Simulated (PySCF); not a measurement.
# Computed records: AlF2H2N, AlFH3NO, AlH2NO

Computed with PySCF 2.14.0. Calculation on a computer-drawn molecule: optimised geometry and harmonic frequencies of an isolated molecule of the commonest isotopes, restricted reference for singlets and unrestricted otherwise, frozen core in MP2.

Common to all runs: charge 0; multiplicity 1; basis cc-pV(D+d)Z.

```yaml
- entry: 1
  formula: AlF2H2N
  start_structure:
    atoms_angstrom:
      - ["N", 2.656, -1.928, -1.648]
      - [Al, 1.8171, -3.0768, -0.6191]
      - [F, 2.0314, -3.2473, 1.0011]
      - [F, 0.7068, -4.2141, -1.2165]
      - [H, 3.2851, -1.354, -1.24]
      - [H, 2.4555, -1.8312, -2.6459]
  given:
    method: HF
    drawn_bonds_atom: [1, 2, 2, 1, 1]
    drawn_bonds_other_atom: [2, 3, 4, 5, 6]
    drawn_bonds_order: [1, 1, 1, 1, 1]
  results:
    optimised_atom_element: ["N", Al, F, F, H, H]
    "optimised_atom_x [angstrom]": [2.614, 1.79, 2.078, 0.7011, 3.286, 2.483]
    "optimised_atom_y [angstrom]": [-1.966, -3.13, -3.216, -4.175, -1.302, -1.863]
    "optimised_atom_z [angstrom]": [-1.61, -0.6164, 0.9991, -1.267, -1.276, -2.598]
    "modes_frequency [cm^-1]": [213.3, 258.3, 304.3, 391.4, 431.6, 700.6, 713.0, 957.6, 964.6, 1667, 3789, 3875]
    "modes_reduced_mass [dalton]": [3.624, 15.11, 12.23, 1.025, 1.244, 9.952, 1.369, 14.0, 9.303, 1.112, 1.052, 1.094]
    "rotational_constants [GHz]": [6.572, 6.317, 3.221]
    "total_energy [hartree]": -496.6203
    "convergence_status_largest_gradient_component [hartree/bohr]": 2.282e-05
- entry: 2
  formula: AlF2H2N
  start_structure:
    atoms_angstrom:
      - ["N", 2.6141, -1.9661, -1.61]
      - [Al, 1.7898, -3.1299, -0.6164]
      - [F, 2.0779, -3.2155, 0.9991]
      - [F, 0.7011, -4.1745, -1.2672]
      - [H, 3.2862, -1.3023, -1.2757]
      - [H, 2.4829, -1.8631, -2.5981]
  given:
    method: MP2
    drawn_bonds_atom: [1, 2, 2, 1, 1]
    drawn_bonds_other_atom: [2, 3, 4, 5, 6]
    drawn_bonds_order: [1, 1, 1, 1, 1]
  results:
    optimised_atom_element: ["N", Al, F, F, H, H]
    "optimised_atom_x [angstrom]": [2.617, 1.786, 2.085, 0.6841, 3.298, 2.483]
    "optimised_atom_y [angstrom]": [-1.962, -3.135, -3.214, -4.19, -1.291, -1.859]
    "optimised_atom_z [angstrom]": [-1.613, -0.6117, 1.025, -1.281, -1.273, -2.615]
    "modes_frequency [cm^-1]": [204.8, 245.6, 280.8, 330.8, 388.2, 668.8, 671.1, 925.9, 931.4, 1545, 3628, 3729]
    "modes_reduced_mass [dalton]": [3.531, 15.14, 12.19, 1.245, 1.025, 1.373, 10.04, 15.11, 9.048, 1.115, 1.051, 1.094]
    "rotational_constants [GHz]": [6.349, 6.236, 3.146]
    "total_energy [hartree]": -497.2289
    "convergence_status_largest_gradient_component [hartree/bohr]": 1.314e-05
- entry: 3
  formula: AlFH3NO
  start_structure:
    atoms_angstrom:
      - ["N", -0.4593, -0.0752, -0.0877]
      - [Al, -0.5419, 1.5659, 0.7794]
      - [O, -1.7703, 2.5849, 0.4858]
      - [F, 0.5792, 1.8614, 1.9743]
      - [H, -1.0939, -0.2139, -0.7791]
      - [H, 0.2913, -0.7281, 0.0384]
      - [H, -2.368, 3.243, 0.5151]
  given:
    method: HF
    drawn_bonds_atom: [1, 2, 2, 1, 1, 3]
    drawn_bonds_other_atom: [2, 3, 4, 5, 6, 7]
    drawn_bonds_order: [1, 1, 1, 1, 1, 1]
  results:
    optimised_atom_element: ["N", Al, O, F, H, H, H]
    "optimised_atom_x [angstrom]": [-0.424, -0.6363, -1.908, 0.4401, -1.023, 0.3118, -2.124]
    "optimised_atom_y [angstrom]": [-0.01752, 1.495, 2.523, 1.908, -0.352, -0.674, 3.356]
    "optimised_atom_z [angstrom]": [-0.1014, 0.742, 0.3676, 1.926, -0.8316, 0.0741, 0.749]
    "modes_frequency [cm^-1]": [215.3, 248.6, 299.4, 335.5, 391.7, 408.6, 596.8, 701.7, 722.6, 937.1, 983.1, 1668, 3791, 3877, 4235]
    "modes_reduced_mass [dalton]": [3.322, 5.3, 3.038, 1.435, 1.045, 1.259, 1.391, 2.38, 2.007, 11.01, 7.318, 1.113, 1.052, 1.094, 1.068]
    "rotational_constants [GHz]": [6.618, 6.246, 3.213]
    "total_energy [hartree]": -472.6090
    "convergence_status_largest_gradient_component [hartree/bohr]": 3.388e-05
- entry: 4
  formula: AlFH3NO
  start_structure:
    atoms_angstrom:
      - ["N", -0.424, -0.0175, -0.1014]
      - [Al, -0.6363, 1.4947, 0.742]
      - [O, -1.9075, 2.5229, 0.3676]
      - [F, 0.4401, 1.9079, 1.9264]
      - [H, -1.0226, -0.352, -0.8316]
      - [H, 0.3118, -0.674, 0.0741]
      - [H, -2.1244, 3.3561, 0.749]
  given:
    method: MP2
    drawn_bonds_atom: [1, 2, 2, 1, 1, 3]
    drawn_bonds_other_atom: [2, 3, 4, 5, 6, 7]
    drawn_bonds_order: [1, 1, 1, 1, 1, 1]
  results:
    optimised_atom_element: ["N", Al, O, F, H, H, H]
    "optimised_atom_x [angstrom]": [-0.4235, -0.6417, -1.946, 0.4427, -1.03, 0.3236, -2.087]
    "optimised_atom_y [angstrom]": [-0.0227, 1.502, 2.519, 1.93, -0.3626, -0.6858, 3.358]
    "optimised_atom_z [angstrom]": [-0.1046, 0.7422, 0.3323, 1.944, -0.8445, 0.07548, 0.7813]
    "modes_frequency [cm^-1]": [205.3, 235.1, 259.8, 294.4, 309.6, 381.4, 621.5, 661.8, 696.5, 908.3, 943.2, 1546, 3630, 3731, 3946]
    "modes_reduced_mass [dalton]": [3.272, 5.892, 1.866, 2.459, 1.151, 1.032, 1.629, 1.886, 1.998, 11.96, 6.497, 1.115, 1.051, 1.094, 1.067]
    "rotational_constants [GHz]": [6.381, 6.19, 3.142]
    "total_energy [hartree]": -473.2188
    "convergence_status_largest_gradient_component [hartree/bohr]": 2.327e-05
- entry: 5
  formula: AlH2NO
  start_structure:
    atoms_angstrom:
      - ["N", -0.7068, 2.0108, -0.2592]
      - [Al, 0.6097, 1.9651, -1.4086]
      - [O, 1.8546, 1.9066, -2.4028]
      - [H, -0.8254, 2.5559, 0.5496]
      - [H, -1.6087, 1.566, -0.3765]
  given:
    method: HF
    drawn_bonds_atom: [1, 2, 1, 1]
    drawn_bonds_other_atom: [2, 3, 4, 5]
    drawn_bonds_order: [1, 2, 1, 1]
  results:
    optimised_atom_element: ["N", Al, O, H, H]
    "optimised_atom_x [angstrom]": [-0.7406, 0.6096, 1.828, -0.7701, -1.604]
    "optimised_atom_y [angstrom]": [2.03, 1.965, 1.907, 2.57, 1.532]
    "optimised_atom_z [angstrom]": [-0.2852, -1.387, -2.383, 0.5593, -0.4014]
    "modes_frequency [cm^-1]": [213.0, 240.7, 335.8, 692.2, 775.1, 1241, 1658, 3779, 3862]
    "modes_reduced_mass [dalton]": [5.237, 7.633, 1.284, 1.274, 6.546, 16.38, 1.104, 1.052, 1.094]
    "rotational_constants [GHz]": [372.1, 5.443, 5.364]
    "total_energy [hartree]": -372.4040
    "convergence_status_largest_gradient_component [hartree/bohr]": 1.313e-05
```
